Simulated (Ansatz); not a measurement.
Species: AlCl, net charge 0, triplet state. This is an excited triplet: at this geometry the singlet lies 2.97 eV lower at CCSD(T)/CBS(aug-cc-pV(T+d)Z,aug-cc-pV(Q+d)Z). 
Coordinates optimised at B3LYP-D3(BJ)/def2-TZVP (Ansatz, a program for electronic structure):
```
Al
Cl 1 2.1255
```
Charge 0, spin multiplicity 3.

Basis-set convergence of Hartree-Fock and CCSD correlation energies (hartree) with Ansatz. Cores are frozen in the correlated levels unless marked. UHF or UKS for open shells. No spin-orbit coupling. Non-relativistic.

```
basis        functions       E(HF)  E(corr, CCSD)
-----------  ---------  ----------  -------------
cc-pV(D+d)Z         46  -701.40847       -0.17796
cc-pV(T+d)Z         78  -701.43397       -0.23769
cc-pV(Q+d)Z        128  -701.44023       -0.25848
cc-pV(5+d)Z        200  -701.44132       -0.26539
```

Extrapolating the two largest sets (X = 4 and 5) as X^-3: E(corr) = (125·(-0.26539) - 64·(-0.25848))/61 = -0.2726 Eh, an estimate of the basis-set limit. The largest set recovers 97.3 % of it, the smallest 65.3 %.
